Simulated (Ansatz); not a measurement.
```yaml
crystal:
  periodic: [false, false, false]
  atoms:
    - {symbol: Si, position_ang: [-0.877601, 1.026110, -0.354250]}
    - {symbol: O, position_ang: [0.108207, 0.001751, 0.450136]}
    - {symbol: Sb, position_ang: [1.416930, -1.333419, -0.152825]}
    - {symbol: H, position_ang: [-2.268582, 0.498217, -0.392203]}
    - {symbol: H, position_ang: [-0.414993, 1.216610, -1.760411]}
    - {symbol: H, position_ang: [-0.879753, 2.341484, 0.336346]}
    - {symbol: H, position_ang: [2.399635, -1.148813, 1.238787]}
    - {symbol: H, position_ang: [0.608355, -2.659042, 0.578619]}
basis:
  gaussian: {orbitals: STO-3G}
hamiltonian: {xc: {name: r2SCAN0}, dispersion: d3bj}
accuracy: high
smearing: {width: 0.1}
```

```sh
$ ansatz run in.yaml --threads 2 --pin off --events-out ev --progress --plain --max-ram 4352MiB
```

Shortened log:

```
Error: YAML parse error: error: line 16 column 1: unknown field `smearing`, expected one of crystal, accuracy, basis, kpoints, hamiltonian, magnetization, projection, total_charge, correlation, batch, efield, external_charges, scf, relax, neb, saddle, md, ramp, phonons, dielectric, real_time, elastic, magnetic_configurations, gw, evaluate, workflow, output, checkpoint, execution
14 | hamiltonian: {xc: {name: r2SCAN0}, dispersion: d3bj}
15 | accuracy: high
16 | smearing: {width: 0.1}
```

Question: What is wrong with this run?

Answer: The input holds a key that doesn't belong there. The program refused the input.
